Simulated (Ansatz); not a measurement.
The cluster Co3S3. Charge 0, multiplicity 4. Geometry PBE-D4/def2-SVP; atoms count from 1.

Cartesian coordinates in Å:
```
Co -1.2657 0.1432 -0.2745
Co 0.8611 0.2035 -0.9565
Co 0.4192 -0.1219 1.2963
S 2.4002 -0.1830 0.5082
S -1.6447 -0.2977 1.8053
S -0.7701 0.2558 -2.3788
```

The charge 0 quartet is spin-contaminated (final ⟨S²⟩ up to 6.61, 3.75 for a pure state). Another isomer (doublet) lies 0.30 eV lower at PBE0-D4/def2-TZVP.

Q: Estimate the Mulliken populations from the PBE0/def2-TZVP orbitals of Ansatz.

A: 
```json
{"atom": "Co1", "charge (e)": "0.40", "spin (α − β)": "2.54", "d electrons": "7.45"}
{"atom": "Co2", "charge (e)": "0.40", "spin (α − β)": "2.43", "d electrons": "7.45"}
{"atom": "Co3", "charge (e)": "0.40", "spin (α − β)": "-2.43", "d electrons": "7.41"}
{"atom": "S4", "charge (e)": "-0.42", "spin (α − β)": "-0.14", "d electrons": "–"}
{"atom": "S5", "charge (e)": "-0.40", "spin (α − β)": "0.09", "d electrons": "–"}
{"atom": "S6", "charge (e)": "-0.39", "spin (α − β)": "0.51", "d electrons": "–"}
```
Mulliken values depend strongly on the basis.

Q: Where does the spin sit?

A: Summed by element: Co 2.55, S 0.45, of 3 unpaired in all. Largest on single atoms: Co1 2.54, Co2 2.43, Co3 -2.43.

Q: And the Mayer bond orders between heavy atoms (over 0.3)?

A: Co1–Co2 0.52 (2.23 Å); Co1–Co3 0.34 (2.32 Å); Co1–S5 1.11 (2.16 Å); Co1–S6 1.13 (2.16 Å); Co2–Co3 0.34 (2.32 Å); Co2–S4 1.03 (2.16 Å); Co2–S6 1.02 (2.16 Å); Co3–S4 1.21 (2.13 Å); Co3–S5 1.10 (2.13 Å).
